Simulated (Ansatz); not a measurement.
Basis-set extrapolation for `[O][Si](F)(Cl)Cl` radical (PBE0-D4/def2-TZVP geometry, frozen core, Ansatz 0.2.0). Multiplicity 2, UHF reference.

|  | def2-TZVPP | def2-QZVPP |
| --- | --- | --- |
| HF | -1382.527300 | -1382.570526 |
| MP2 correlation | -0.912989 | -1.004056 |
| CCSD(T) correlation | -0.991607 | not run |

Energies in hartree. Use E(X) = E(∞) + A·exp(−7.88·√X) for Hartree–Fock and E(X) = E(∞) + B·X^(−2.97) for correlation, with X = 3 and 4, and add CCSD(T) minus MP2 of the smaller set to the MP2 limit.

**Question.** What is the CCSD(T) energy at the basis-set limit?

**Answer.** HF limit: -1382.570526 + (-0.043226) × 0.13774 = -1382.57648. MP2 limit: -1.004056 + (-0.091067) × 0.74074 = -1.07151. Higher-order term: -0.991607 − (-0.912989) = -0.07862. Total: -1383.72661 hartree, 130.3 kcal/mol below CCSD(T)/def2-TZVPP.
